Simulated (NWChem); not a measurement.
Species: C2H7NSi; SMILES C1[SiH2]CN1

```xyz
11

C     -0.1314     0.4561     1.1665
N      0.2772     1.2644     0.0000
C     -0.1314     0.4561    -1.1665
Si     0.0513    -1.0522     0.0000
H      0.5305     0.5689     2.0511
H     -1.1921     0.5955     1.5014
H     -0.0436     2.2416     0.0000
H     -1.1921     0.5955    -1.5014
H      0.5305     0.5689    -2.0511
H     -1.0032    -2.1279     0.0000
H      1.4129    -1.6889     0.0000
```
Atoms are numbered in this order, from 1.

All runs: NWChem. Structure relaxed at the PBE-D3(BJ)/def2-SVP level. Vzz is the largest principal value of the second derivative of the potential at the nucleus (NWChem prints the opposite sign); η is the asymmetry. Non-relativistic.

```json
[
 {"level": "PBE0/cc-pVTZ", "Vzz N2 (a.u.)": "-1.228", "η N2": "0.09", "relative time": "6"},
 {"level": "PBE0/def2-SVP", "Vzz N2 (a.u.)": "-1.216", "η N2": "0.03", "relative time": "1"},
 {"level": "B3LYP/def2-SVP", "Vzz N2 (a.u.)": "-1.234", "η N2": "0.02", "relative time": "1"},
 {"level": "B3LYP/def2-TZVP", "Vzz N2 (a.u.)": "-1.236", "η N2": "0.06", "relative time": "3"}
]
```

The last column is a rough cost ratio, cheapest run = 1.
